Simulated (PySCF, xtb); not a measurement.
phosphorus nitride (NP), SMILES P#N.

GFN2-xTB run with xtb at its own geometry gives an orbital gap of 3.22 eV and a dipole moment of 1.89 D.

Geometry optimised at r2SCAN-D4/def2-TZVPD.

What does B3LYP/def2-TZVPD in PySCF give? (An estimate is asked for; the answer gives what the named calculation found.)

gap 6.40 eV (levels -9.05 and -2.65 eV), dipole 2.90 D.
